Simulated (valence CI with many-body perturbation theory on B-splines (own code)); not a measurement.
Sensitivity of CI+MBPT for Sb XIII

Calculated by configuration interaction combined with many-body perturbation theory (CI+MBPT): three valence electrons over a frozen Dirac-Fock core [Kr], a basis of 6 s, 6 p, 5 d, 5 f, 1 g functions for each j, with the one-electron correlation potential Σ1, the two-electron term Σ2, the three-electron term Σ3, Breit, model QED; selected CI, second order for the rest, scaled by the run's own slope (own B-spline code, finite nucleus).

No measured spectrum was set against this ion. As an estimate, terms of the open shell hold to 2 to 4 % of their energy, and close levels can change places. The list stops below the first excitations out of the core. Only levels of the ground parity were solved; by the run's estimate the other parity begins above the list, which can be wrong where configurations are misplaced.

The reference run has the lowest level 4d³ ⁴F_3/2 and an ionisation energy of 265.717 eV. Its largest variational space holds 3497 state functions.

Names give the largest LS component (configuration and term), which can be under half, so a name can repeat, a term be missing and a line seem to break the LS rules; names also repeat where a configuration has a term twice. Letters in brackets count levels of one name in rising energy.

Changed runs:
A. orbitals per symmetry with explicit Σ2 and valence Breit (the others get mean screening factors) 5 → 7
B. size limit of the variational space 10000 → 1500
C. scale of Σ1 1 → 0; scale of Σ2 1 → 0; three-electron term on → off
D. size limit of the variational space 10000 → 300; second order for the rest on → off (bad on purpose)

Excitation energies of the reference run in cm⁻¹, and shifts in cm⁻¹:

| Level | Reference | A | B | C | D |
| --- | --- | --- | --- | --- | --- |
| 4d³ ⁴F_5/2 | 6865 | +0.8 | 0 | -319 | +63 |
| 4d³ ⁴F_7/2 | 13403 | +0.7 | 0 | -423 | -75 |
| 4d³ ⁴F_9/2 | 18803 | -0.2 | 0 | -201 | -79 |
| 4d³ ⁴P_3/2 | 23797 | -4.2 | -0.1 | +384 | +194 |
| 4d³ ⁴P_1/2 | 26157 | -2.7 | -0.1 | +490 | -237 |
| 4d³ ²G_7/2 | 33048 | -4.8 | -0.3 | +1462 | +261 |
| 4d³ ²H_9/2 | 34037 | -3.4 | 0 | +2027 | +124 |
| 4d³ ⁴P_5/2 | 35419 | -2.2 | -0.1 | +235 | +237 |
| 4d³ ²D_3/2 [a] | 40980 | -6.5 | -0.1 | -208 | +315 |
| 4d³ ²P_1/2 | 43736 | -7.0 | -0.1 | -668 | -82 |
| 4d³ ²H_11/2 | 46328 | -4.0 | -0.1 | +2806 | -56 |
| 4d³ ²D_5/2 [a] | 50827 | -8.2 | -0.9 | +337 | +587 |
| Ionisation energy (eV) | 265.717 | +0.00034 | 0 | -3.299 | -0.048 |
